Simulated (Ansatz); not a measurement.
One change: `[SiH3]CN[SiH2]Cl` becomes `FCNC[SiH3]`.

Ansatz, PBE0-D4/def2-TZVP geometries, multiplicity 1. Each molecule was computed in one conformer, which needn't be the lowest.

```tsv
property	`[SiH3]CN[SiH2]Cl`
HOMO–LUMO gap (ωB97M-V/def2-TZVPP) / eV	11.35
LUMO energy (PBE0/def2-TZVPP) / eV	0.21
LUMO energy (ωB97M-V/def2-TZVPP) / eV	1.79
LUMO energy (PBE/def2-TZVPP) / eV	-0.62
LUMO energy (B3LYP/def2-TZVPP) / eV	-0.01
HOMO energy (PBE0/def2-TZVPP) / eV	-7.27
```

What does the change do to each property? (Estimate.)

The calculation gave: 
```
                               property  `FCNC[SiH3]`  shift
HOMO–LUMO gap (ωB97M-V/def2-TZVPP) / eV         11.78   0.43
     LUMO energy (PBE0/def2-TZVPP) / eV          0.55   0.34
  LUMO energy (ωB97M-V/def2-TZVPP) / eV          2.07   0.28
      LUMO energy (PBE/def2-TZVPP) / eV         -0.27   0.35
    LUMO energy (B3LYP/def2-TZVPP) / eV          0.30   0.31
     HOMO energy (PBE0/def2-TZVPP) / eV         -7.34  -0.07
```

With PBE0 the HOMO falls by 0.07 eV and the LUMO rises by 0.34 eV, so the gap widens by about 0.41 eV. PBE moves the HOMO by 0.05 eV and ωB97M-V by -0.15 eV.

B3LYP here is the variant with VWN-RPA as its local correlation; programs differ in this.
